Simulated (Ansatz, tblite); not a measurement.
Cost and result up the ladder for the cluster Mg₂Se₂⁻ (4 atoms). The state is a doublet with charge -1. Geometry: r2SCAN-D4/def2-SVPD.

```tsv
atom	x (Å)	y (Å)	z (Å)
Mg1	1.173	0.435	-0.729
Mg2	-1.173	-0.435	0.729
Se3	1.053	-1.571	0.756
Se4	-1.053	1.571	-0.756
```

Ansatz on 4 threads of Arm Neoverse V1 on a shared host; xTB runs through tblite on one thread. Times are rough, summed over both states, and most runs start from the orbitals of an earlier one. PBE0-D4/def2-TZVPD serves as the yardstick here, not as an exact answer. Differences are given only for rows in sets of like size (and for xTB, whose basis is part of the method), since another set adds its own error. The other state is a singlet.

The xTB rows come from tblite. Correlated methods freeze 20 core orbitals; core or outer-core shells of Mg, Se are correlated, in sets that lack core-valence functions. The rows differ in basis, and correlated rows in double-zeta sets carry the largest basis error. The structure comes from a short search, and lower isomers may exist.

Correlated methods converge slowly with the basis, most of all in double-zeta sets.

Raw xTB energies of ions are shifted by several eV, and xTB has no spin-polarisation term.

```
                             level  functions  wall time  vertical IE (eV)  difference from PBE0-D4/def2-TZVPD (eV)                                     remarks
                          GFN1-xTB         26    0.006 s              4.36                                     2.62                                           –
                          GFN2-xTB         36    0.016 s              6.12                                     4.38                                           –
                 PBE-D4/def2-TZVPD        184      6.3 s              1.79                                     0.05                HOMO above zero (-1 doublet)
                PBE0-D4/def2-TZVPD        184       10 s              1.74                                     0.00                                           –
r2SCAN-D4/def2-TZVPD (with forces)        184       15 s              1.83                                     0.09                                           –
                 CCSD(T)/def2-SVPD        124    1.9 min              1.63                                        –  spin-contaminated (⟨S²⟩ 0.83) (-1 doublet)
```
